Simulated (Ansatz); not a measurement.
# A reaction path, image by image

GeH2Cl2, singlet, from a complex of GeCl₂ + H₂ to a complex of GeHCl ([Cl][GeH]) + HCl; PBE0-D4/def2-SVP (Ansatz 0.2.0). Settings:

```yaml
hamiltonian: {xc: pbe0, dispersion: d4}
neb:
  images: 5
  climbing: true
  max_iterations: 40
  initial_path: idpp
```

First end:

```json
{"atom": "Ge1", "x (Å)": "0.4601", "y (Å)": "-0.8308", "z (Å)": "1.0347"}
{"atom": "Cl2", "x (Å)": "2.0776", "y (Å)": "-0.7485", "z (Å)": "-0.4288"}
{"atom": "Cl3", "x (Å)": "-1.0541", "y (Å)": "-1.8871", "z (Å)": "-0.1332"}
{"atom": "H4", "x (Å)": "-1.0295", "y (Å)": "1.5181", "z (Å)": "-0.3406"}
{"atom": "H5", "x (Å)": "-0.4541", "y (Å)": "1.9482", "z (Å)": "-0.1322"}
```

Second end:

```
5
angstrom
Ge 0.4575 -0.0214 1.2958
Cl 1.7710 0.1633 -0.5059
Cl -1.4742 -0.9458 -0.5177
H -0.5179 -0.5902 -1.3097
H -0.2365 1.3939 1.0374
```

The ends were relaxed with PBE0-D4 in triple zeta, so they are not quite minima here (largest force components 0.39 and 0.19 eV/Å).

Energies along the converged band: It took 11 iterations. Path lengths are measured after rigid turns and shifts between images are taken out.
```json
{"image": "0", "path length (Å)": "0.00", "energy (eV)": "0.000"}
{"image": "1", "path length (Å)": "0.66", "energy (eV)": "0.033"}
{"image": "2", "path length (Å)": "1.32", "energy (eV)": "0.399"}
{"image": "3 (climbing)", "path length (Å)": "1.99", "energy (eV)": "1.087"}
{"image": "4", "path length (Å)": "2.73", "energy (eV)": "0.973"}
{"image": "5", "path length (Å)": "3.47", "energy (eV)": "0.928"}
{"image": "6", "path length (Å)": "4.21", "energy (eV)": "0.878"}
```
Energies count from the first end.

The images between the ends:
Image 1:
```xyz
5
angstrom
Ge 0.4044 -0.5548 1.0510
Cl 2.0604 -0.5661 -0.3882
Cl -1.1454 -1.6224 -0.1023
H -0.9072 1.1027 -0.3905
H -0.4121 1.6406 -0.1701
```

Image 2:
```xyz
5
angstrom
Ge 0.3933 -0.2818 1.0030
Cl 2.0796 -0.4521 -0.3966
Cl -1.2849 -1.3332 -0.1536
H -0.8244 0.7374 -0.3545
H -0.3636 1.3295 -0.0984
```

Image 3:
```xyz
5
angstrom
Ge 0.5031 -0.0591 1.0378
Cl 2.1317 -0.3685 -0.4012
Cl -1.4138 -1.0694 -0.3852
H -0.9370 0.3367 -0.3415
H -0.2839 1.1603 0.0900
```

Image 4:
```xyz
5
angstrom
Ge 0.6197 -0.0295 1.1707
Cl 2.1840 -0.2318 -0.3717
Cl -1.4398 -1.1220 -0.4919
H -1.2824 0.1354 -0.7678
H -0.0815 1.2478 0.4605
```

Image 5:
```xyz
5
angstrom
Ge 0.6178 -0.0540 1.2722
Cl 1.9962 -0.0305 -0.4689
Cl -1.4430 -1.0689 -0.4051
H -1.0646 -0.1587 -1.2385
H -0.1064 1.3120 0.8402
```

The band counts as converged below 0.05 eV/Å. Hardware: 2 CPU threads of an AMD EPYC 7R43, shared host. Wall time about 2.3 min.
